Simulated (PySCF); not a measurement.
# Magnetic susceptibility: SMILES C=C1C=CC(=O)C(F)=C1F, C$_{7}$H$_{4}$F$_{2}$O

Geometry (Å), atoms numbered from 1 in this order:
```xyz
14

C     2.301    0.070   -0.067
C     0.957    0.006   -0.029
C     0.237   -1.250   -0.063
C    -1.099   -1.315   -0.029
C    -1.952   -0.124    0.049
O    -3.165   -0.171    0.081
C    -1.205    1.151    0.085
F    -1.933    2.271    0.158
C     0.140    1.202    0.048
F     0.787    2.378    0.083
H     2.821    1.012   -0.041
H     2.899   -0.823   -0.123
H     0.834   -2.149   -0.119
H    -1.622   -2.259   -0.056
```

Theory: GIAO PBE/pcSseg-1 magnetisability, rotational g tensor and spin-rotation constants, non-relativistic, gas phase (PySCF). Geometry: GFN2-xTB.

Task: How diamagnetic is it, and how anisotropic?

Result: Isotropic -993 × 10⁻³⁰ J/T², or -59.8 × 10⁻⁶ cm³/mol; principal values -1452, -811, -715 × 10⁻³⁰ J/T², anisotropy 693 × 10⁻³⁰ J/T² (root of half the summed squared differences of the principal values). The susceptibility is in cgs units.

Task: Split it along the inertial axes a, b, c into diamagnetic and paramagnetic parts about the centre of mass, with the quadrupole moment.

Result: 
```
axis  χ (10⁻⁶ cm³/mol)  diamagnetic (10⁻⁶ cm³/mol)  paramagnetic (10⁻⁶ cm³/mol)  summed x² of all electrons (Å²)  quadrupole Θ (D Å)
   a             -43.1                      -645.2                        602.1                            211.7               -4.28
   b             -48.8                      -948.1                        899.2                            140.3               +5.01
   c             -87.4                     -1493.4                       1406.0                             11.8               -0.74
```
Anisotropies 2χaa − χbb − χcc = +50.1 and 2χbb − χaa − χcc = +32.8 × 10⁻⁶ cm³/mol. Θ is traceless in Buckingham's convention.

Task: And the rotational g tensor?

Result: 
| axis | rotational constant (GHz) | g | nuclear part | electronic part |
| --- | --- | --- | --- | --- |
| a | 2.0437 | -0.0513 | 0.5268 | -0.5781 |
| b | 1.3398 | -0.0334 | 0.5325 | -0.5660 |
| c | 0.8093 | -0.0043 | 0.5303 | -0.5345 |

Asymmetric top; isotopes 12C, 19F, 1H, 16O; no vibrational averaging.
